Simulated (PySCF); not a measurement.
C₅H₇F, SMILES C=C(F)/C=C/C. Coordinates come from a PBE0-D3(BJ)/def2-SVP optimisation. The values are those of a single conformer.

Question: Give the equilibrium geometry at PBE0-D3(BJ)/def2-SVP (PySCF confirms it by a frequency run) as Cartesian coordinates in Å, and its point group. (The exact figures need the calculation; the answer reports its results.)

Answer: This is not unique; one that fits is point group Cs.
```xyz
13

C     -0.8340    -2.2213     0.0000
C     -0.0689    -1.1248     0.0000
F      1.2639    -1.2547     0.0000
C     -0.5356     0.2514     0.0000
C      0.2790     1.3172     0.0000
C     -0.1702     2.7359     0.0000
H     -1.9195    -2.1269     0.0000
H     -0.3833    -3.2143     0.0000
H     -1.6224     0.3822     0.0000
H      1.3593     1.1341     0.0000
H      0.2179     3.2727    -0.8821
H     -1.2665     2.8214     0.0000
H      0.2179     3.2727     0.8821
```
Charge 0, spin multiplicity 1.
